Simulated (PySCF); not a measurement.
Assigning NMR signals

Numbering as in the mapped SMILES `[CH2:1]=[CH:2]/[C:3]([CH3:4])=[N:5]\[CH2:6][SiH3:7]` (H(Xn): hydrogen on atom n). Ha(C1) is cis to C3; Hb(C1) is trans to C3.

- shielding tensors at PBE0/pcSseg-1 (GIAO)
- coordinates at the GFN2-xTB level
- code: PySCF
- equivalent nuclei averaged, no solvent model, single conformer, no relativistic terms

Chemical shifts δ = σref − σ; ¹³C (σref 186.93), ¹H (σref 31.72) against TMS, all at this level.

Q: Assign these signals to the numbered atoms. ¹³C{¹H} NMR (computed): δ 165.1, 130.5, 127.6, 39.2, 27.1.

A: 
| δ (ppm) | atoms | environment | reason |
| --- | --- | --- | --- |
| 165.1 | C3 | C=N carbon | – |
| 130.5 | C2 | alkene CH | the olefinic region |
| 127.6 | C1 | terminal =CH2 carbon | an sp2 carbon of a C=C bond |
| 39.2 | C6 | sp3 CH2 bonded to N and Si | deshielded by the electronegative neighbour |
| 27.1 | C4 | methyl carbon | saturated and bonded to C and H only |

Q: Assign these signals to the numbered atoms. ¹H NMR (400 MHz, computed): δ 6.89 (m, 1H), 5.81 (m, 1H), 5.80 (m, 1H), 4.10 (q, 2H), 3.80 (t, 3H), 2.21 (s, 3H).

A: 
6.89 → H(C2), hydrogen on an alkene CH: attached to an sp2 carbon and in the plane of the double bond
5.81 → Hb(C1), hydrogen on a terminal =CH2 carbon: attached to an sp2 carbon and in the plane of the double bond
5.80 → Ha(C1), hydrogen on a terminal =CH2 carbon
4.10 → H(C6), hydrogen on an sp3 CH2 bonded to N and Si: its carbon carries N, which withdraws density
3.80 → H(Si7), hydrogen on a silicon bonded to C
2.21 → H(C4), hydrogen on a methyl carbon

Hb(C1) and Ha(C1) lie closer than the usual error of such a calculation, so a measured spectrum could show them in the other order.

Shifts are as computed. Against solution values, carbons near 30 ppm lie about +3 ppm off and those near 130 ppm about +5 ppm. Of 1211 compounds with measured shifts, 218 miss one by over three times the rms of a fit or turn the order of signals round; such compounds aren't used in these exercises. Multiplicities follow the n + 1 count of equivalent neighbours, as no J values were calculated; m marks all less simple cases, F and P coupling included.
